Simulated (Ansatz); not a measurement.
The first iterations of a band of ClH3Sn + H3Si (9 atoms, charge 0, multiplicity 2).

These are results of UKS PBE-D4/def2-SVP in Ansatz 0.2.0, not measurements.

- movable images: 7
- climbing image: yes
- spring: 2.0 to 10.0 eV/Å², energy-weighted
- optimiser: quadratic models (default)
- start path: through a guess of the saddle point
- force threshold: 0.03 eV/Å
- iteration limit: 60
- end points: relaxed

Image 0:

```xyz
9
Properties=species:S:1:pos:R:3
Sn 0.000 0.000 -0.211
Cl 0.000 0.000 2.195
H 1.654 0.000 -0.702
H -0.826 1.432 -0.703
H -0.826 -1.432 -0.703
Si 0.000 0.000 5.369
H -0.774 -1.205 5.833
H 1.430 -0.068 5.833
H -0.657 1.272 5.833
```

Image 8:

```xyz
9
Properties=species:S:1:pos:R:3
Sn 0.001 0.000 -0.427
Cl 0.000 0.000 3.288
H 1.637 0.000 -1.027
H -0.818 1.418 -1.026
H -0.818 -1.418 -1.026
Si 0.000 0.000 5.376
H -0.767 -1.194 5.862
H 1.418 -0.067 5.862
H -0.651 1.261 5.862
```

| iteration | highest image above the first end (eV) | largest band force component (eV/Å) |
| --- | --- | --- |
| 1 | 0.040 | 1.678 |
| 2 | 0.011 | 1.177 |

Question: Does the band converge within its limit, and where does its top end?

Answer: The run converged. It ended after 7 iterations with the highest image 0.007 eV above the first end. The top lies less than 8 meV above the higher end, about what the thresholds resolve: that end is a shoulder or a very shallow well. Another band between the same ends (7 images) ends at a top of the same energy, where a vibrational analysis finds 1 clearly imaginary mode.

Run time: 48 s on 4 threads of Intel(R) Xeon(R) Platinum 8488C (Sapphire Rapids), on a shared host, peak memory 0.19 GiB.
